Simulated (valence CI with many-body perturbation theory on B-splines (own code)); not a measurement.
**Assign the levels of Ni VII**

Calculated by valence CI with perturbative core correlation (CI+MBPT): four valence electrons over a frozen Dirac-Fock core [Ar], radial functions for each j: 9 s, 9 p, 10 d, 8 f, 5 g, 3 h, 1 i, with the one-electron correlation potential Σ1, the two-electron term Σ2, the three-electron term Σ3, Breit, model QED; selected CI, second order for the rest, scaled by the run's own slope (own B-spline code, finite nucleus).

Set against measurement, 16 paired levels are off by 460 cm⁻¹ on average, the worst by 1211. These come from a selection out of Corliss and Sugar, J. Phys. Chem. Ref. Data 10, 197 (1981). Levels without a partner in it may be off by more, other configurations by 1,000 to 8,000 cm⁻¹. The list stops below the first excitations out of the core. Only levels of the ground parity were solved; by the run's estimate the other parity begins above the list, which can be wrong where configurations are misplaced.

| No. | J | Parity | E (eV) | g |
| --- | --- | --- | --- | --- |
| 2 | 1 | even | 0.0347 | 1.500 |
| 3 | 2 | even | 0.0992 | 1.500 |
| 4 | 3 | even | 0.1877 | 1.500 |
| 5 | 4 | even | 0.2950 | 1.500 |
| 7 | 4 | even | 3.782 | 0.812 |
| 8 | 5 | even | 3.855 | 1.037 |
| 9 | 6 | even | 3.926 | 1.165 |
| 10 | 1 | even | 3.981 | 1.497 |
| 11 | 2 | even | 4.216 | 0.668 |
| 13 | 4 | even | 4.247 | 1.221 |
| 14 | 2 | even | 4.314 | 1.497 |
| 16 | 4 | even | 4.719 | 1.063 |
| 17 | 5 | even | 4.776 | 1.195 |
| 18 | 6 | even | 5.723 | 1.001 |

Energies count from the lowest level. Strongly mixed levels and levels close to another of their J and parity, and those with J = 0 are left out, so the numbers can have gaps.

Task: Give configuration and LS term of each level.

Result: 2: 3d⁴ ⁵D; 3: 3d⁴ ⁵D; 4: 3d⁴ ⁵D; 5: 3d⁴ ⁵D; 7: 3d⁴ ³H; 8: 3d⁴ ³H; 9: 3d⁴ ³H; 10: 3d⁴ ³P; 11: 3d⁴ ³F; 13: 3d⁴ ³F; 14: 3d⁴ ³P; 16: 3d⁴ ³G; 17: 3d⁴ ³G; 18: 3d⁴ ¹I.
